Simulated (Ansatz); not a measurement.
**Ligand exchange: BH(CH3)(NH2) + InH2(OH) → BH(CH3)(OH) + InH2(NH2)**

Species: BH(CH3)(NH2), singlet; InH2(OH), singlet; BH(CH3)(OH), singlet; InH2(NH2), singlet. The partners trade NH2 for OH: B–NH2 and In–OH bonds give way to B–OH and In–NH2.

Shapes, held fixed at every level: PBE0-D4/def2-TZVP. Flexible molecules stand in one conformer, not always the lowest. Programs: Ansatz 0.2.0. The zero-point and thermal change to 298 K, harmonic and unscaled (PBE0-D4/def2-TZVP), is -1.6 kJ/mol.

```json
{"level": "HF/def2-SVP", "kind": "Hartree–Fock", "ΔH(298 K) (kJ/mol)": "+2.4", "less CCSD(T)/def2-TZVPP": "-7.4", "CPU time (sum over the molecules)": "–"}
{"level": "BHLYP-D4/def2-TZVPP", "kind": "global hybrid", "ΔH(298 K) (kJ/mol)": "+11.0", "less CCSD(T)/def2-TZVPP": "+1.2", "CPU time (sum over the molecules)": "12 s"}
{"level": "wB97M-V/def2-TZVPP", "kind": "range-separated hybrid", "ΔH(298 K) (kJ/mol)": "+11.5", "less CCSD(T)/def2-TZVPP": "+1.7", "CPU time (sum over the molecules)": "39 s"}
{"level": "wB97X-V/def2-TZVPP", "kind": "range-separated hybrid", "ΔH(298 K) (kJ/mol)": "+12.0", "less CCSD(T)/def2-TZVPP": "+2.2", "CPU time (sum over the molecules)": "31 s"}
{"level": "B2PLYP/def2-TZVPP", "kind": "double hybrid", "ΔH(298 K) (kJ/mol)": "+13.2", "less CCSD(T)/def2-TZVPP": "+3.4", "CPU time (sum over the molecules)": "19 s"}
{"level": "CCSD/def2-SVP", "kind": "coupled cluster or CI", "ΔH(298 K) (kJ/mol)": "+4.1", "less CCSD(T)/def2-TZVPP": "-5.7", "CPU time (sum over the molecules)": "–"}
{"level": "CCSD(T)/def2-TZVPP", "kind": "coupled cluster or CI", "ΔH(298 K) (kJ/mol)": "+9.8", "less CCSD(T)/def2-TZVPP": "0.0", "CPU time (sum over the molecules)": "2 min"}
```

The highest level, CCSD(T)/def2-TZVPP, gives ΔH(298 K) = +9.8 kJ/mol; the levels span +2.4 to +13.2. The column of differences is taken from that level and isn't an error. No measured value is set beside it here. For atoms past krypton def2 sets carry core potentials with scalar relativity. Outer-core shells of In are correlated, in sets that cover them unevenly. Times are processor times on shared x86 and Arm servers, and rough.
